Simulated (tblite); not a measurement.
Compound: C8H16N2.
SMILES with atom numbers: `[CH2:1]1[CH2:2][CH2:3][N:4]([NH:5][CH:6]2[CH2:7][CH2:8]2)[CH2:9][CH2:10]1` (hydrogens: H11, H12 on C1; H13, H14 on C2; H15, H16 on C3; H17 on N5; H18 on C6; H19, H20 on C7; H21, H22 on C8; H23, H24 on C9; H25, H26 on C10)

Geometry (GFN2-xTB, Å), atoms numbered from 1 in this order:
```xyz
26
C8H16N2 angstrom
C     -2.914    0.332   -0.067
C     -1.810    1.384   -0.088
C     -0.530    0.814    0.513
N     -0.119   -0.363   -0.235
N      1.132   -0.887    0.163
C      2.237   -0.175   -0.397
C      3.618   -0.443    0.106
C      2.987    0.901    0.347
C     -1.125   -1.407   -0.162
C     -2.423   -0.916   -0.793
H     -3.816    0.720   -0.542
H     -3.159    0.081    0.969
H     -2.112    2.271    0.472
H     -1.610    1.678   -1.119
H     -0.697    0.571    1.581
H      0.272    1.554    0.449
H      1.218   -0.948    1.184
H      2.094   -0.044   -1.462
H      3.728   -1.107    0.950
H      4.422   -0.516   -0.609
H      3.359    1.752   -0.201
H      2.685    1.134    1.359
H     -0.735   -2.272   -0.702
H     -1.313   -1.708    0.885
H     -2.237   -0.677   -1.841
H     -3.173   -1.707   -0.745
```

Method: GFN2-xTB as coded in tblite; computed harmonic values from a numerical Hessian at the method's own geometry, unscaled. Against measured fundamentals such values can be off by several per cent, at times by over 20. One conformer, not necessarily the lowest.

Harmonic wavenumbers (cm⁻¹): 59.4, 72.7, 92.7, 204.8, 221.1, 290.0, 313.1, 337.5, 412.9, 428.9, 451.9, 486.2, 577.4, 788.9, 802.3, 833.9, 852.4, 857.3, 886.4, 903.7, 923.9, 956.7, 967.6, 981.6, 1001.4, 1021.8, 1057.1, 1076.7, 1087.7, 1092.5, 1108.1, 1118.6, 1130.6, 1143.5, 1154.2, 1162.0, 1198.8, 1228.4, 1239.7, 1245.4, 1249.0, 1274.8, 1322.7, 1325.1, 1342.8, 1344.1, 1350.9, 1358.9, 1425.6, 1437.6, 1469.4, 1479.0, 1480.8, 1483.2, 1487.0, 1499.1, 2769.9, 2795.7, 2959.8, 2968.6, 2976.8, 2979.7, 2986.0, 2987.0, 2995.8, 2999.3, 3057.7, 3074.7, 3089.1, 3093.7, 3110.2, 3173.2.

A = 3364, B = 713.8, C = 626.4 MHz; mass 140.131 u (most abundant isotopes); point group C1, symmetry number 1.

Zero-point energy?

½Σν̃ = 51058 cm⁻¹ = 610.80 kJ/mol.

What is S at 298.15 K and 1 bar for an ideal gas of classical rigid rotors and harmonic oscillators?

Translation 170.50, rotation 124.47, vibration 112.53: S = 407.5 J/(mol K).

And Cp and H(298.15 K) − H(0)?

Cp = 170.38 J/(mol K), of which vibrations give 137.12 (their classical limit is 72 R = 598.6); H(298.15 K) − H(0) = 28.38 kJ/mol without the zero-point energy, 18.46 from vibrations.

How do the functions run with temperature in this model?

```
T (K)  S (J/(mol K))  Cp (J/(mol K))  H − H(0) (kJ/mol)  G − H(0) (kJ/mol)  ln q(vib)
  150          321.9            93.1               9.27             -39.01       2.55
  250          380.1           141.7              20.88             -74.15       4.90
  400          466.4           233.4              48.96            -137.61       8.72
  600          581.6           335.6             106.47            -242.49      14.34
  900          737.9           433.3             223.08            -441.01      23.04
```

q(vib) and H(0) count from the zero-point level.

What must be added to the electronic energy to get the Gibbs energy at 298.15 K and 1 bar?

ZPE + [H(298.15 K) − H(0)] − T·S = 610.80 + 28.38 − 121.49 = 517.69 kJ/mol.

Blend soft modes into free rotors: weight 1/[1 + (100 cm⁻¹/ν̃)⁴] for the oscillator and the rest for a rotor with moment μB/(μ + B), μ = h/(8π²ν), B = 10⁻⁴⁴ kg m². What vibrational entropy results?

103.94 J/(mol K) in place of 112.53, which changes −T·S at 298.15 K by +2.56 kJ/mol.

Hindered rotation and anharmonicity are outside this model. Other conformers, if any are populated, would add a mixing term that is left out. The structure is chiral; the term R ln 2 for an equal mix with its mirror image is left out.
